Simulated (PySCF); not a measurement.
Compound: C7H10F (charge +1).
Numbering: `[CH3:1][C:2]([CH3:3])([CH3:4])[c:5]1[cH:6][c+:7]1[F:8]`

Cartesian coordinates in Å at the GFN2-xTB level; atoms count from 1:
```
atom  x, y, z in Å
C1    -0.9954    1.3670   -0.3780
C2    -0.3646    0.0273    0.0050
C3    -1.1147   -1.1638   -0.5986
C4    -0.3153   -0.1137    1.5568
C5     1.0406   -0.0124   -0.3239
C6     2.2757    0.6352   -0.5150
C7     2.2179   -0.7247   -0.5736
F8     2.8123   -1.8333   -0.7376
H9    -0.4610    2.2004    0.0695
H10   -2.0235    1.3942   -0.0292
H11   -1.0014    1.4937   -1.4573
H12   -0.6519   -2.1086   -0.3265
H13   -2.1368   -1.1676   -0.2315
H14   -1.1449   -1.0872   -1.6824
H15    0.2188    0.7127    2.0182
H16   -1.3454   -0.0960    1.9057
H17    0.1341   -1.0547    1.8632
H18    2.8466    1.5378   -0.5763
```

Definitions: NICS(0) = −σiso at the ring centroid; NICS(1) = −σiso and NICS(1)zz = −σzz at ±1 Å along the ring normal z. Level: GIAO PBE0/pcSseg-1 (PySCF, non-relativistic, gas phase) on the GFN2-xTB geometry, one conformer.

Ring bond lengths (Å), with Mayer bond orders in brackets: C5–C6 1.408 (1.08), C6–C7 1.362 (1.34), C7–C5 1.399 (1.23).

Problem. What do the NICS probes read (ppm)?

Solution. 
```
    ring                                                          type  NICS(0)  NICS(1), two faces  NICS(1)zz, two faces  rms pucker (Å)  centre to ring atoms, mean (Å)
C5–C6–C7  3-membered carbocycle; bonds drawn aromatic by RDKit's count    -27.1       -11.6 / -12.2         -17.1 / -18.2            0.00                            0.80
```

Problem. What can be read from them?

Solution. 
- C5–C6–C7: mean NICS(1)zz -17.6 ppm, shielded. NICS(0) lies 15 ppm below the mean NICS(1).

Problem. And the bond-length index? HOMA = 1 − mean of α(R − Ropt)² over the ring bonds, with Krygowski's 1993 parameters (CC: Ropt 1.388 Å, α 257.7 Å⁻²).

Solution. 
- C5–C6–C7: HOMA 0.90 = 1 − EN − GEO, with mean bond length 1.390 Å, EN = α(Ropt − mean)² = 0.001 and GEO = α × variance = 0.098.

Problem. How shielded are the nuclei of the rings and their hydrogens (means over atoms taken as equivalent)?

Solution. 
```tsv
atoms	environment	σ isotropic (ppm)
C5	unsaturated ring carbon	-6.5
C6	unsaturated ring CH carbon	29.7
C7	unsaturated ring carbon	3.4
H18	hydrogen on carbon	22.95
```
